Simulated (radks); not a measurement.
Results of a calculation; reference values are marked as such.
Spherical quantum dot in the effective-mass picture: electrons in a well V = -V0 / (1 + exp((r - R)/a)) with V0 = 13.7, R = 2.36, a = 0.16, with a point charge +1 (a donor) at the centre, all in effective atomic units (hartree* = m*/eps^2 hartree, bohr* = eps/m* bohr), one dielectric constant everywhere. Level of theory: non-relativistic Kohn-Sham, LDA (Slater exchange, Perdew-Wang correlation), spin-polarised, spherical densities (a radial shooting solver with Libxc functionals). Levels are named by radial order and angular momentum (1s, 1p, 1d, 2s, ...), and open shells are averaged over m. Results are scaled to m* = 0.245 and eps = 13.5, for which hartree* = 36.58 meV and bohr* = 2.916 nm.

N = 6, configuration 1s2 1p(up 3, down 1). This is the lowest configuration that the search found. Occupied and some empty levels:

level    occupation  eigenvalue (meV)  <r> (nm)
1s up             1           -377.77     3.386
1s down           1           -374.47     3.367
1p up             3           -343.16     4.235
1p down           1           -339.55     4.240
1d up             0           -303.56     4.657
1d down           0           -300.05     4.666
2s up             0           -295.68     3.520
2s down           0           -293.30     3.532
1f up             0           -256.51     4.963
1f down           0           -253.17     4.973

Energy (meV): total -2522.69, kinetic 275.54, external -3126.6, Hartree 434.31, exchange-correlation -105.97.

Electron density:

r (nm)  n(r) (e/nm^3)
0.166         0.02297
0.793         0.01643
1.42          0.01352
2.04          0.01238
2.67          0.01177
3.30          0.01085
3.92         0.009152
4.55         0.006696
5.18         0.003962
5.80         0.001734
6.43        0.0005044
7.05       0.00009458
7.68       0.00001278
8.31        1.516e-06
